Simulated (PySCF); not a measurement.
Job for PySCF: R-MP2/6-31G* on MgO, a point of a bond scan (R = 3.044 Å).

```python
from pyscf import gto, scf, dft, mp
from pyscf.data.elements import chemcore

mol = gto.M(
    atom='''
    Mg   -0.00000000   -0.00000000   -0.69577288
    O     0.00000000    0.00000000    2.34823347
    ''',
    basis='6-31g*',
    cart=True,
    charge=0, spin=0, verbose=3, max_memory=1800)
mf = scf.RHF(mol)
mf.conv_tol = 1e-8
mf.max_cycle = 100
mf.kernel()
if not mf.converged:
    mf = mf.newton().run(mf.mo_coeff, mf.mo_occ)
pt = mp.MP2(mf, frozen=chemcore(mol)).run()
```

Problem. Give the final energy of this run.

Solution. -274.4174 hartree.
